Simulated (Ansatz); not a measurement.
`O=CC(F)(F)[SiH3]`. The species carries charge 0 and has multiplicity 1. All single points use the PBE0-D4/def2-TZVP geometry. It is one conformer, not always the lowest.

```xyz
10

O     1.139   -1.460    1.461
C     0.907   -0.311    1.237
C    -0.383    0.160    0.583
F    -0.595    1.458    0.966
F    -1.426   -0.579    1.038
Si   -0.328    0.067   -1.351
H     1.628    0.507    1.446
H     0.861    0.829   -1.806
H    -1.581    0.687   -1.840
H    -0.222   -1.358   -1.734
```

Problem. What is the dipole moment at PBE/def2-TZVPP? (Best estimate.)

Solution. The calculation gave: 2.27 D, with components (0.52, 1.34, -1.75) D in this frame, pointing from negative to positive charge.

Problem. And with r2SCAN, B3LYP, ωB97M-V? (Estimate.)

Solution. Ansatz gave: r2SCAN 2.39 D, B3LYP 2.49 D, ωB97M-V 2.49 D.

Problem. Give the Mulliken charges with PBE, B3LYP, r2SCAN in def2-TZVPP. (Best estimate.)

Solution. Ansatz gave: 
```tsv
atom	PBE	B3LYP	r2SCAN
O1	-0.18	-0.22	-0.25
C2	0.05	0.07	0.14
C3	0.30	0.35	0.32
F4	-0.16	-0.21	-0.20
F5	-0.14	-0.19	-0.18
Si6	0.16	0.23	0.25
H7	0.06	0.08	0.05
H8	-0.03	-0.04	-0.05
H9	-0.02	-0.03	-0.04
H10	-0.02	-0.03	-0.03
```

B3LYP here is the variant with VWN-RPA as its local correlation; programs differ in this.
